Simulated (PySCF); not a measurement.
Species: C11H16.
SMILES with atom numbers: `[CH3:1][CH2:2][CH2:3][c:4]1[cH:5][cH:6][cH:7][cH:8][c:9]1[CH2:10][CH3:11]` (hydrogens: H12, H13, H14 on C1; H15, H16 on C2; H17, H18 on C3; H19 on C5; H20 on C6; H21 on C7; H22 on C8; H23, H24 on C10; H25, H26, H27 on C11)

Cartesian coordinates in Å at the PBE0-D3(BJ)/def2-SVP level; atoms count from 1:
```
atom  x, y, z in Å
C1     3.4128   -1.5758   -0.1011
C2     2.3338   -0.5472    0.1935
C3     1.2637   -0.4712   -0.8973
C4     0.1940    0.5478   -0.6019
C5     0.3598    1.8625   -1.0544
C6    -0.5715    2.8570   -0.7699
C7    -1.6989    2.5442   -0.0142
C8    -1.8744    1.2416    0.4437
C9    -0.9440    0.2326    0.1668
C10   -1.2202   -1.1700    0.6479
C11   -1.9800   -2.0073   -0.3784
H12    2.9878   -2.5895   -0.1816
H13    3.9238   -1.3582   -1.0528
H14    4.1780   -1.5981    0.6898
H15    1.8505   -0.7733    1.1596
H16    2.7843    0.4523    0.3173
H17    0.8211   -1.4700   -1.0415
H18    1.7494   -0.2171   -1.8543
H19    1.2451    2.1061   -1.6496
H20   -0.4172    3.8740   -1.1387
H21   -2.4400    3.3123    0.2194
H22   -2.7581    0.9932    1.0392
H23   -1.8085   -1.1158    1.5782
H24   -0.2806   -1.6770    0.9168
H25   -2.1722   -3.0242   -0.0026
H26   -2.9486   -1.5444   -0.6214
H27   -1.4164   -2.0950   -1.3202
```

Level of theory: PySCF, PBE0-D3(BJ)/def2-SVP geometry optimisation, gas phase.

Masses are those of the commonest isotopes; rigid-rotor values at the optimised geometry. The values belong to one conformer with, in the numbering `[CH3:1][CH2:2][CH2:3][c:4]1[cH:5][cH:6][cH:7][cH:8][c:9]1[CH2:10][CH3:11]`, C1–C2–C3–C4 180°, C2–C3–C4–C5 90°, C8–C9–C10–C11 91°.

(1) Give the principal moments of inertia and the rotational constants in GHz.

(2) Classify the top.

(3) What does the inertial defect say?

(4) Give the other two planar moments, Paa and Pbb, and the rms extents of the mass along the axes.

(5) List the rotational levels J(Ka,Kc) to J = 4 (MHz).

(6) Which types of transition are allowed, and where do some lines up to J = 4 fall?

(7) Estimate the classical rotational partition function at 10 K, 50 K and 298.15 K.

Answers

(1) Ia = 357.99, Ib = 616.93, Ic = 882.23 u·Å²; 505379 MHz·u·Å²/I gives 1412, 819.2 and 572.8 MHz, that is A = 1.4117, B = 0.8192, C = 0.5728 GHz.

(2) An asymmetric top; Ray's κ = -0.413.

(3) Not planar: Δ = Ic − Ia − Ib = -92.68 u·Å². For a rigid frame Δ = −2 Σ m c², so Σ m c² = 46.34 u·Å² lies off the ab plane: 16.45 from hydrogen and 29.89 from heavier atoms. The atom farthest from that plane is 1.61 Å away.

(4) Paa = Σ m a² = (Ib + Ic − Ia)/2 = 570.58 and Pbb = Σ m b² = (Ia + Ic − Ib)/2 = 311.65 u·Å². With the mass M = 148.13 u, the rms extents √(P/M) along a, b and c are 1.96, 1.45, 0.56 Å.

(5) Above 0(0,0):
J = 1: 1(0,1) 1392, 1(1,1) 1985, 1(1,0) 2231
J = 2: 2(0,2) 4114, 2(1,2) 4522, 2(1,1) 5261, 2(2,1) 7039, 2(2,0) 7101
J = 3: 3(0,3) 8063, 3(1,3) 8294, 3(1,2) 9762, 3(2,2) 11215, 3(2,1) 11504, 3(3,1) 14828, 3(3,0) 14839
J = 4: 4(0,4) 13159, 4(1,4) 13270, 4(1,3) 15664, 4(2,3) 16734, 4(2,2) 17493, 4(3,2) 20496, 4(3,1) 20565, 4(4,1) 25421, 4(4,0) 25422
The levels of one J sum to (2J + 1)J(J + 1)(A + B + C)/3.

(6) The dipole components are |μa| = 0.51 D, |μb| = 0.32 D, |μc| = 0.04 D. The squared components, which scale the intensities, stand as 1.00 : 0.39 : 0.01 (a : b : c). Some of the stronger lines:

| type | branch | J(Ka,Kc) | MHz | lower level (cm⁻¹) |
| --- | --- | --- | --- | --- |
| b | Q | 2(1,1) ← 2(0,2) | 1147 | 0.137 |
| a | Q | 3(1,2) ← 3(1,3) | 1468 | 0.277 |
| b | Q | 4(2,2) ← 4(1,3) | 1829 | 0.523 |
| b | Q | 2(2,0) ← 2(1,1) | 1840 | 0.175 |
| b | R | 1(1,1) ← 0(0,0) | 1985 | 0.000 |
| a | Q | 4(1,3) ← 4(1,4) | 2395 | 0.443 |
| b | Q | 3(2,2) ← 3(1,3) | 2921 | 0.277 |
| b | R | 2(1,2) ← 1(0,1) | 3130 | 0.046 |
| a | R | 3(1,3) ← 2(1,2) | 3772 | 0.151 |
| b | R | 2(2,1) ← 1(1,0) | 4808 | 0.074 |
| b | Q | 4(4,0) ← 4(3,1) | 4857 | 0.686 |
| b | Q | 4(4,1) ← 4(3,2) | 4924 | 0.684 |
| b | R | 4(1,4) ← 3(0,3) | 5206 | 0.269 |
| a | R | 4(2,3) ← 3(2,2) | 5519 | 0.374 |
| a | R | 4(3,1) ← 3(3,0) | 5726 | 0.495 |
| a | R | 4(2,2) ← 3(2,1) | 5990 | 0.384 |
| b | R | 3(2,1) ← 2(1,2) | 6982 | 0.151 |
| b | R | 4(3,1) ← 3(2,2) | 9350 | 0.374 |
| b | R | 4(4,1) ← 3(3,0) | 10582 | 0.495 |

(7) Point group C1, symmetry number σ = 1; q = (√π/σ)·√((kT/h)³/(ABC)), k/h = 20836.6 MHz/K: 6550 at 10 K, 73200 at 50 K, 1070000 at 298.15 K.

PBE0-D3(BJ)/def2-SVP frequencies: not computed here. No vibrational averaging or centrifugal distortion is included, and the geometry carries the error of its method. A rigid rotor knows nothing of internal rotation, which can split or shift real lines.
